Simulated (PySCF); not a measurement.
A calculated (M06-2X, PySCF 2.14, aug-cc-pVDZ, no relativity, point nucleus) atom or ion has these occupied shells.

| shell | electrons | orbital energy (eV) | rms radius, mean of both spins (bohr) |
| --- | --- | --- | --- |
| 1s α | 1 | -6464.7 | 0.0713 |
| 1s β | 1 | -6464.6 | 0.0713 |
| 2s α | 1 | -768.62 | 0.306 |
| 2s β | 1 | -765.57 | 0.306 |
| 2p α | 3 | -661.48 | 0.274 |
| 2p β | 3 | -658.88 | 0.274 |
| 3s α | 1 | -103.83 | 0.927 |
| 3s β | 1 | -97.398 | 0.927 |
| 3p α | 3 | -72.443 | 0.994 |
| 3p β | 3 | -64.576 | 0.994 |
| 3d α | 5 | -21.235 | 1.28 |
| 4s α | 1 | -13.427 | 3.07 |

Problem. Name the element and its charge.

Solution. Mn+ (manganese, charge +1), in [Ar] 3d5 4s1, high-spin 7S determinant.
